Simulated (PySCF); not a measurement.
FH₆NSi₂. Atoms are numbered in the order given.

```xyz
10

Si     0.9531    -0.7876    -0.1731
F      2.1082     0.0596     0.6007
N     -0.3498     0.2077    -0.6927
Si    -1.7909     0.6575     0.1890
H      0.4337    -1.7857     0.7954
H      1.6110    -1.3917    -1.3614
H     -0.2048     0.6886    -1.5777
H     -3.0113     0.4371    -0.6456
H     -1.7812     2.0928     0.6084
H     -1.8418    -0.2098     1.4010
```
Charge 0, spin multiplicity 1.

The structure is a stationary point at PBE0-D3(BJ)/def2-SVP. One conformer was computed; it need not be the lowest.

Method: PySCF with PBE/pcSseg-1.

GIAO shieldings, no solvent; atoms listed in one row are averaged. δ = σ(ref) − σ: ²⁹Si against TMS (σ = 335.4 ppm); ¹⁹F against CFCl3 (σ = 133.6 ppm); ¹⁵N against NH3 (σ = 267.0 ppm); ¹H against TMS (σ = 31.49 ppm), references at their B3LYP-D3(BJ)/def2-TZVP geometries, non-relativistic.

**Question.** Estimate the chemical shifts. (Estimate from the structure and the level; the computed values follow.)

**Answer.** 
```json
[
 {"nucleus": "²⁹Si", "atoms": "Si1", "count": "1", "δ (ppm)": "-16.7"},
 {"nucleus": "²⁹Si", "atoms": "Si4", "count": "1", "δ (ppm)": "-50.2"},
 {"nucleus": "¹⁹F", "atoms": "F2", "count": "1", "δ (ppm)": "-176.8"},
 {"nucleus": "¹⁵N", "atoms": "N3", "count": "1", "δ (ppm)": "44.5"},
 {"nucleus": "¹H", "atoms": "H6", "count": "1", "δ (ppm)": "5.42"},
 {"nucleus": "¹H", "atoms": "H5", "count": "1", "δ (ppm)": "5.26"},
 {"nucleus": "¹H", "atoms": "H8, H9, H10", "count": "3", "δ (ppm)": "5.19"},
 {"nucleus": "¹H", "atoms": "H7", "count": "1", "δ (ppm)": "1.19"}
]
```
